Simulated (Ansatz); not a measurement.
Ansatz (an electronic-structure program) input (MP2/6-31G*):

Ansatz 0.2 input:
```yaml
crystal:
  periodic: [false, false, false]
  atoms:
    - {symbol: C, position_ang: [-2.35169400, -0.24311200, 0.69005600]}
    - {symbol: C, position_ang: [-1.40852900, 0.91977500, 0.39685400]}
    - {symbol: N, position_ang: [-0.02198100, 0.59404700, 0.63013300]}
    - {symbol: C, position_ang: [0.76982900, 1.79612700, 0.68922900]}
    - {symbol: Ge, position_ang: [0.71400400, -0.82300200, -0.56886800]}
    - {symbol: H, position_ang: [-2.10988400, -1.09747700, 0.05610900]}
    - {symbol: H, position_ang: [-3.39441600, 0.04530800, 0.51628200]}
    - {symbol: H, position_ang: [-2.24077800, -0.56120600, 1.72997000]}
    - {symbol: H, position_ang: [-1.59903700, 1.27985500, -0.63958700]}
    - {symbol: H, position_ang: [-1.69075000, 1.76553900, 1.04889100]}
    - {symbol: H, position_ang: [1.80596000, 1.54746100, 0.92304000]}
    - {symbol: H, position_ang: [0.78481900, 2.36660800, -0.26325800]}
    - {symbol: H, position_ang: [0.39335300, 2.48548200, 1.46998500]}
    - {symbol: H, position_ang: [1.10178000, 0.21890000, -1.77969100]}
    - {symbol: H, position_ang: [2.19707400, -0.70946100, 0.07427200]}
basis:
  gaussian:
    orbitals: 6-31G*
total_charge: -1
magnetization: {spin_polarized: false}
correlation: {method: mp2, electrons: outside_noble_gas}
```

Output:

```
Functional definition: HF
integrals: 0.10 GiB planned
1203 factors; integrals over basis functions are off by at most 5.9e-4 eV
mean field: 0.63 GiB planned
mean field evaluation 1: about -61193.5346 eV, gradient 2.5e1 eV
mean field evaluation 2: about -61193.6016 eV, gradient 2.5e1 eV
mean field evaluation 4: about -61195.8722 eV, gradient 3.1e0 eV
mean field evaluation 8: about -61195.9023 eV, gradient 1.9e-1 eV
mean field -61195.90252227 eV, -2248.9079376211 hartree, gradient 6.3e-6 eV, S^2 0.000000; 0 other end points of the search recorded, 0 dependent functions left out
18 core orbitals not correlated
reference -61195.90252227 eV, -2248.9079376211 hartree; 16, 16 occupied and 81, 81 virtual orbitals, 1203 factors
second order -17.79132131 eV of doubles, -0.00000000 eV of singles
Total energy: -61213.69384358 eV, -2249.5617566196 hartree
```

The dipole moment of an ion depends on the origin.

The geometry given is a B3LYP-D3(BJ)/def2-TZVP minimum.
